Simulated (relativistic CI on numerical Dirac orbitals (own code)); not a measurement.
## Ti³⁺: M2,3 absorption edge

Computed with this model: Dirac-Coulomb-Breit CI, separate exchange-only KLI orbitals for each configuration, QED by a radiative potential, multiplet model of core-to-valence dipole absorption, unscaled Slater integrals; configurations [Ar] 3d → [Ne] 3s2 3p5 3d2; 300 K; Lorentzian 0.8 eV and Gaussian 0.3 eV FWHM. Energies are those of the free ion, without screening or charge transfer. The branching ratio is the share of the lower-energy edge in the whole absorption, uncertain by about 0.02 where the edges overlap. S is read from ⟨S²⟩ = S(S + 1).

Field parameters in Wybourne normalisation: D3d B²₀ = −7Dσ, B⁴₀ = −14Dq − 21Dτ, B⁴₃ = −14√(10/7) Dq; D4h B²₀ = −7Ds, B⁴₀ = 21(Dq − Dt), B⁴₄ = 21√(5/14) Dq; Td as Oh with Dq negative (B⁴₀ = 21Dq, B⁴₄ = √(5/14) B⁴₀). The field is a parameter set, without covalency.

Computed curve for D3d, 10Dq = 13100, Dσ = -70, Dτ = 90 cm⁻¹, scaled to 100 at the maximum (points under 2 are left out and the grid is thinned):

```tsv
Energy (eV)	Intensity
43.3	2.1
43.6	2.2
43.9	2.5
44.3	3.0
44.6	3.6
44.9	4.6
45.2	6.1
45.6	9.6
45.9	14.8
46.2	25.5
46.5	49.4
46.9	96.4
47.2	88.9
47.5	51.8
47.8	27.2
48.1	16.2
48.5	10.1
48.8	8.1
49.1	7.1
49.4	6.9
49.8	7.7
50.1	9.4
50.4	12.6
50.7	19.3
51.1	41.3
51.4	67.7
51.7	86.7
52.0	90.6
52.3	60.9
52.7	32.9
53.0	32.0
53.3	34.3
53.6	24.1
54.0	11.5
54.3	7.4
54.6	5.2
54.9	4.0
55.3	2.9
55.6	2.4
55.9	2.0
```

The ground state has S = 0.50, and the centroid lies at 49.56 eV.
